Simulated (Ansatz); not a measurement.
CH4Si, SMILES `C=[SiH2]` (excited triplet) (charge 0, multiplicity 3). This triplet is an excited state, 1.67 eV above the relaxed singlet at the level composite: frozen-core CCSD(T) with HF/cc-pVQZ and the correlation energy extrapolated as X^-3 from cc-pVTZ and cc-pVQZ, plus CCSDT(Q) minus CCSD(T) in cc-pVTZ // B3LYP-D3(BJ)/def2-TZVP (Ansatz, a first-principles code).

Cartesian coordinates (Å):
```xyz
6

C     -0.9374     0.0312    -0.0256
Si     0.8683     0.1275    -0.3904
H     -1.3185    -0.2980     0.9377
H     -1.7028     0.2949    -0.7460
H      1.5657     1.0763     0.5227
H      1.5268    -1.2039    -0.2709
```
Charge 0, spin multiplicity 3.

Frozen-core energies in cc-pVTZ from Ansatz at a geometry from B3LYP-D3(BJ)/def2-TZVP; the HF reference has <S^2> = 2.01 and the T1 diagnostic is 0.015.

```json
[
 {"level": "HF", "energy (Ha)": "-329.07106"},
 {"level": "MP2", "energy (Ha)": "-329.32154"},
 {"level": "CCSD", "energy (Ha)": "-329.35876"}
]
```

**Question.** Estimate the energies of CCSD(T), CCSDT and CCSDT(Q), and give each level's difference from CCSDT(Q).

**Answer.** 
```tsv
level	energy (Ha)	difference from CCSDT(Q) (mHa)
MP2	-329.32154	48.20
CCSD	-329.35876	10.98
CCSD(T)	-329.36820	1.54
CCSDT	-329.36940	0.34
CCSDT(Q)	-329.36974	0.00
```
